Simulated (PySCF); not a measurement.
Compound: C₄H₃F₆NO₂.
Cartesian coordinates in Å at the PBE0-D3(BJ)/def2-SVP level; atoms count from 1:
```
atom  x, y, z in Å
C1     1.279    1.952   -0.690
N2     0.937    0.950    0.283
C3     0.074    0.090    0.046
O4    -0.305   -0.887    0.903
C5     0.316   -1.009    2.122
F6    -0.242   -2.049    2.707
F7     1.609   -1.232    1.991
F8     0.130    0.057    2.873
O9    -0.621    0.011   -1.123
C10   -1.587   -0.921   -1.386
F11   -2.037   -0.655   -2.595
F12   -1.103   -2.151   -1.369
F13   -2.590   -0.846   -0.528
H14    0.419    2.604   -0.917
H15    1.609    1.505   -1.643
H16    2.092    2.579   -0.301
```

Theory: TDDFT B3LYP/def2-SVPD, vertical, gas phase, core orbitals frozen in the response in PySCF.

Transition dipole moments from the ground state, in atomic units and in the frame of the coordinates above (overall signs are arbitrary), for the states with f of 0.002 or more among the lowest 8:

```
state  E (eV)      μx      μy      μz
   S2   7.488  -0.347  -0.515   0.109
   S3   7.530  -0.180  -0.048   0.082
   S4   7.556  -0.579  -0.846   0.221
   S5   8.304  -0.035  -0.292   0.314
   S6   8.346  -0.124   0.052   0.112
   S7   8.670  -0.045  -0.269   0.307
   S8   8.713   0.076  -0.023  -0.090
```

Problem. Work out the oscillator strengths.

Solution. f = (2/3) ΔE |μ|² with ΔE in hartree (27.2114 eV).

```
state  |μ|² (au)  |μ| (D)      f
   S2      0.398     1.60  0.073
   S3      0.041     0.52  0.008
   S4      1.099     2.66  0.203
   S5      0.185     1.09  0.038
   S6      0.031     0.44  0.006
   S7      0.169     1.04  0.036
   S8      0.014     0.31  0.003
```

Problem. Which bond between heavy atoms lies closest to the direction of the S4 transition dipole?

Solution. C5–F6, at 15° from it; next N2–C3 and O9–C10 at 25°.

Problem. What angle do the transition dipoles of S4 and S7 make?

Solution. |cos θ| = |μa·μb| / (|μa| |μb|) = 0.75, so θ ≈ 42° (taken between 0 and 90°, since the signs are arbitrary).

Problem. How is the summed strength of these states shared among x, y and z?

Solution. (2/3) Σ ΔE μα² gives 0.095 for x, 0.215 for y and 0.057 for z, 0.367 in all.

Problem. What peak molar absorption coefficient would the strongest computed level give as a lone Gaussian band 0.5 eV wide at half height?

Solution. ε(max) = 2.175×10⁸ f / FWHM, with the width in cm⁻¹. S4: 2.175×10⁸ × 0.2034 / 4033 ≈ 11000 L mol⁻¹ cm⁻¹.

The run took 52 s wall, 1.9 min CPU on 2 threads of an Intel Xeon Platinum 8488C, no GPU, on a shared host, and the process peaked at 1.8 GiB of memory.

One conformer stands for the species.
